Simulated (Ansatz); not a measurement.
`[CH3][Sn]([OH])([Cl])[Cl]` + HCl → `[CH3][Sn]([Cl])([Cl])[Cl]` + H₂O at 298.15 K and 1 bar (ligand exchange at the Sn–O bond).

Calculated with Ansatz (gas phase, PBE0-D4/def2-TZVP geometries, no zero-point term in ΔE). CCSD(T)/CBS is the MP2 limit (def2-TZVPP, def2-QZVPP) plus CCSD(T) − MP2 in def2-TZVPP, frozen cores. This one scheme is used for every species. def2 core potentials past Kr. For Sn outer-core shells are correlated without core-valence functions, which leaves a few kJ/mol of doubt a bond. Each species was taken in one conformer, which may not be the lowest.

```json
{"species": "`[CH3][Sn]([OH])([Cl])[Cl]`", "CCSD(T)/CBS energy (Eh)": "-1249.34724", "H − E (kJ/mol)": "161.8", "S (J/(mol·K))": "407.8"}
{"species": "HCl", "CCSD(T)/CBS energy (Eh)": "-460.38127", "H − E (kJ/mol)": "26.6", "S (J/(mol·K))": "186.8"}
{"species": "`[CH3][Sn]([Cl])([Cl])[Cl]`", "CCSD(T)/CBS energy (Eh)": "-1633.37264", "H − E (kJ/mol)": "129.5", "S (J/(mol·K))": "392.9"}
{"species": "H₂O", "CCSD(T)/CBS energy (Eh)": "-76.37941", "H − E (kJ/mol)": "66.4", "S (J/(mol·K))": "188.7"}
```

H − E and S are ideal-gas, rigid-rotor, harmonic terms from PBE0-D4/def2-TZVP, for one conformer and one mirror image of each species. 1 Eh = 2625.50 kJ/mol, R = 8.31446 J/(mol·K).

**Question.** By hand: ΔE, ΔH, ΔS and ΔG.

**Answer.** ΔE = (-1633.37264) + (-76.37941) − (-1249.34724) − (-460.38127) = -0.02354 Eh = -61.8 kJ/mol. Δ(H − E) = 129.5 + 66.4 − 161.8 − 26.6 = 7.5, so ΔH = -54.3 kJ/mol. ΔS = 392.9 + 188.7 − 407.8 − 186.8 = -13.0 J/(mol·K). ΔG = -54.3 − 298.15 × (-13.0)/1000 = -50.4 kJ/mol.

**Question.** By hand: the equilibrium constant, and the temperature at which ΔG would vanish if ΔH and ΔS stayed fixed.

**Answer.** log₁₀ K = −ΔG/(RT ln 10) = 8.8. ΔG = 0 at ΔH/ΔS = 4177 K, far beyond where these terms or the molecules hold.

The number of gas molecules stays the same, so ΔS is small and ΔH decides. A doubt of 5 kJ/mol in ΔE shifts log₁₀ K by 0.9 here. Other conformers and mirror images would add mixing entropy, several J/(mol·K) or more a flexible species. Modes under 60 cm⁻¹, often nearly free rotors, make the harmonic entropy too high. These are equilibria of isolated gas molecules and say nothing of rates. Largest T1 diagnostic: 0.012 (customary marks: 0.02 for closed shells, 0.045 for open ones).
